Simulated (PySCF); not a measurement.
# Unknown compound

The spectra below were simulated for a compound C$_{8}$H$_{7}$FO.

1H NMR (600 MHz, computed): δ 8.38 (m, 1H), 7.44 (m, 1H), 7.36 (m, 1H), 7.27 (d, 1H), 2.66 (s, 3H).

13C{1H} NMR (computed): δ 163.1 (C), 146.2 (C), 139.2 (CH), 137.5 (CH), 136.1 (CH), 129.9 (CH), 126.8 (C), 27.1 (CH3).

PySCF 2.14.0 with density-fitted response routines calculation with geometry: PBE0-D3(BJ)/def2-SVP and GIAO PBE/pcSseg-1 shieldings; one computed conformer, equivalent nuclei averaged, isolated molecule, non-relativistic Hamiltonian.

Chemical shifts δ = σref − σ; 1H, 13C vs TMS, all at this level.

Question: Deduce the structure.

Answer: 
Rings plus π bonds: 5 (1 ring in the answer). 8 carbon signals for 8 carbons: no two carbons are equivalent. Carbon types of the structure: 3 × C, 4 × CH, 1 × CH3, which accounts for all hydrogens. δC 163.1: carbonyl carbon. δC 146.2, 126.8: substituted aromatic carbon. δC 139.2, 137.5, 136.1, 129.9: aromatic CH; the aromatic region. δC 27.1: methyl carbon on an aromatic ring; aliphatic region, no heteroatom directly attached. δH 8.38, 7.44, 7.36, 7.27: hydrogen on an aromatic CH. δH 2.66: hydrogen on a methyl carbon on an aromatic ring; benzylic-type position, deshielded by the ring.

These data were computed for `C(c1c(C)cccc1)(=O)F`.

The data come from this structure; uniqueness wasn't tested.

Splittings by 19F in the carbon and heteronuclear signals aren't shown, as no couplings were computed. Shifts are as computed. Against solution values, carbons near 30 ppm lie about +2 ppm off and those near 130 ppm about +2 ppm. Of 1211 compounds with measured shifts, 218 miss one by over three times the rms of a fit or turn the order of signals round; such compounds aren't used in these exercises. Multiplicities follow the n + 1 count of equivalent neighbours, as no J values were calculated; m marks all less simple cases, F and P coupling included.
